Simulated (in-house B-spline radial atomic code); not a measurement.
## Binding energies in neutral scandium

NIST's tabulated ground configuration is [Ar] 3d1 4s2; each binding energy is the energy of the ion with one electron taken from that subshell, relaxed, less that of the parent. Method: Dirac-Kohn-Sham PBE, spherical fractional occupations, Fermi nucleus of rms radius 3.5459 fm. Calculated with a B-spline radial code for spherical atoms. Energies include first-order Breit, QED and recoil terms.

```csv
subshell,X-ray name,binding energy (eV),-ε (eV),relaxation (eV)
1s,K,4514.2,4396.6,-122.4
2s,L1,494.5,474.2,-20.7
2p1/2,L2,415,391.3,-24.1
2p3/2,L3,410.3,386.6,-23.8
3s,M1,61.94,55.03,-6.94
3p1/2,M2,40.52,33.96,-6.58
3p3/2,M3,39.99,33.45,-6.55
3d,"M4,5",8.39,3.23,-5.15
4s,N1,6.89,4.18,-2.71
```

Relaxation = -ε minus the binding energy without Breit, QED and recoil terms. With a density functional, K lines can miss by some tenths of a per cent, more in light atoms. For a density functional the relaxation so defined is negative, because -ε of a Kohn-Sham level is smaller than the binding energy.

Emission lines follow as differences of binding energies, with λ = 12398.42 eV·Å / E:

```tsv
line	holes	energy (eV)	wavelength (Å)
K-L3	1s → 2p3/2	4103.9	3.0211
K-L2	1s → 2p1/2	4099.2	3.0246
K-M3	1s → 3p3/2	4474.2	2.7711
L1-M3	2s → 3p3/2	454.5	27.279
L3-M1	2p3/2 → 3s	348.4	35.591
```

What screening constant σ does Moseley's law, E = (3/4)·13.6057 eV·(Z - σ)², need for K-L3?

σ = 0.95.

What does it cost to remove both a 1s and a 3p3/2 electron?

4573.9 eV, which is 19.79 eV more than the two single binding energies together.

What does it cost to remove both a 2p1/2 and a 4s electron?

430.1 eV, which is 8.206 eV more than the two single binding energies together.

What does it cost to remove both a 2p3/2 and a 3d electron?

434.93 eV, which is 16.27 eV more than the two single binding energies together.
